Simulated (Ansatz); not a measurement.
```xyz
2

Si   -0.0259   -0.0321   -0.5822
O    -0.0211   -0.0386    0.9933
```

Basis set: 6-31G* (spherical functions). Frozen core: 6 orbitals. Charge 0, multiplicity 1.

Computed with Ansatz (development build ahead of 0.2.0); each method stands on the lowest determinant of its kind that the runs found. Restricted open shells among the atoms or ions are ROHF, correlated in semicanonical orbitals with singles.

The atomization energy at this shape (free ground-state atoms in the same class of orbitals less the molecule, no zero-point energy) of singlet SiO:

```json
{"method": "RHF", "atomization energy": "4.40 eV"}
```

(1) What does RHF-MP2 give?

Answers

(1) 7.96 eV.
